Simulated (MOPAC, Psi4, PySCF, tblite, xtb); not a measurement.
Dimer H2 ··· Na+ (SMILES [H][H] and [Na+]) (charge +1) at R = 2.76 Å between the centres of mass, closest contact 2.39 Å (lowest of the rigid-body minima from ten starts at GFN2-xTB). Geometry in Å and degrees:

```
Na
H 1 2.3911
H 2 0.7438 1 179.98
```

- GFN2-xTB (tblite)
- SAPT0/jun-cc-pVDZ, all electrons correlated (Psi4)
- PBE/def2-TZVP, counterpoise-corrected (Psi4)
- PBE-D3(BJ)/def2-TZVP, counterpoise-corrected (Psi4)
- wB97X-D/def2-TZVP, counterpoise-corrected (Psi4)
- HF/aug-cc-pVTZ, counterpoise-corrected (Psi4)
- MP2/aug-cc-pVTZ = DF-MP2/aug-cc-pVTZ, all electrons correlated, counterpoise-corrected in Psi4
- SCS-MP2/aug-cc-pVTZ = DF-SCS-MP2/aug-cc-pVTZ, all electrons correlated, counterpoise-corrected (Psi4)
- MP2/aug-cc-pVDZ = Psi4 1.11 with DF-MP2/aug-cc-pVDZ, all electrons correlated, counterpoise-corrected
- CCSD/aug-cc-pVDZ = Psi4 with DF-CCSD/aug-cc-pVDZ, all electrons correlated, counterpoise-corrected
- CCSD(T)/aug-cc-pVDZ = Psi4 with DF-CCSD(T)/aug-cc-pVDZ, all electrons correlated, counterpoise-corrected
- PM3, restricted, heats of formation (MOPAC)
- PM7, restricted, heats of formation (MOPAC)
- GFN1-xTB (xtb)
- RKS-B3LYP/6-31G* = restricted B3LYP/6-31G*, spherical d, no counterpoise correction (PySCF 2.14.0)
- RHF/6-31G* = restricted Hartree-Fock/6-31G*, spherical d, no counterpoise correction run with PySCF 2.14.0
- RKS-LDA (SVWN5)/6-31G* = restricted LDA (SVWN5)/6-31G*, spherical d, no counterpoise correction (PySCF)
- RKS-B3LYP/3-21G = restricted B3LYP/3-21G, no counterpoise correction run with PySCF 2.14.0

**Question.** What interaction energy does each level give?

**Answer.** 
```csv
method,E_int / kJ/mol
PM3,-62.76
GFN2-xTB,-60.52
GFN1-xTB,-39.90
RKS-B3LYP/3-21G,-9.04
RKS-LDA (SVWN5)/6-31G*,-8.54
PBE-D3(BJ)/def2-TZVP,-6.52
RKS-B3LYP/6-31G*,-5.84
PBE/def2-TZVP,-4.30
RHF/6-31G*,-3.32
wB97X-D/def2-TZVP,-2.95
PM7,-2.05
CCSD(T)/aug-cc-pVDZ,-1.89
CCSD/aug-cc-pVDZ,-1.88
MP2/aug-cc-pVDZ,-1.49
SCS-MP2/aug-cc-pVTZ,-1.23
MP2/aug-cc-pVTZ,-1.21
SAPT0/jun-cc-pVDZ,-0.43
HF/aug-cc-pVTZ,-0.40
```
